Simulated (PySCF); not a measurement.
FH8NOSi3, SMILES F[SiH](N[SiH3])O[SiH3].

Coordinates come from a B3LYP-D3(BJ)/def2-SVP optimisation. The values are those of a single conformer.

Two levels are set side by side: TDA-PBE/def2-SVPD (PySCF) and TDA-CAM-B3LYP/def2-SVPD (PySCF). Vertical, same geometry. The lowest singlet is HOMO→LUMO 99 % with PBE and HOMO→LUMO 81 % with the other functional; states are paired by order. Differences are taken from unrounded values.

| quantity | TDA-CAM-B3LYP | TDA-PBE | TDA-PBE minus TDA-CAM-B3LYP |
|---|---|---|---|
| lowest singlet excitation (eV) | 6.76 | 5.72 | -1.03 |
| lowest triplet excitation (TDA) (eV) | 6.38 | 5.50 | -0.88 |

A lower first singlet is the usual sign of a functional without exact exchange. Differences between two approximate levels are no errors against the true value.

Rough cost on one machine, each run with all the roots and properties that it gave: TDA-CAM-B3LYP against TDA-PBE about 5 times.
